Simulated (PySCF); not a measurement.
C4H3F, SMILES C#C/C=C\F. Coordinates come from a PBE-D3(BJ)/def2-SVP optimisation. The structure was generated by enumeration; whether it is a known compound was not checked.

All values below come from PBE-D3(BJ)/def2-SVP (PySCF).

Harmonic wavenumbers (cm⁻¹): 140, 277, 370, 547, 605, 655, 738, 739, 877, 943, 1078, 1234, 1363, 1665, 2151, 3101, 3132, 3408. Rotational constants (GHz): 13.72, 3.290, 2.654; symmetry number 1.

Q: Work out the zero-point energy and the ideal-gas rigid-rotor harmonic-oscillator thermochemistry at 298.15 K and 1 atm.

A: ZPE = ½ Σ hcν = ½ × 23022 cm⁻¹ = 32.91 kcal/mol. H − E(el) = 36.72 kcal/mol. Entropy in cal/(mol K): translation 38.66, rotation 25.40, vibration 7.72, total 71.78. G − E(el) = 15.32 kcal/mol. Cp = 19.34 cal/(mol K). Modes under 150 cm⁻¹ make the vibrational entropy uncertain.
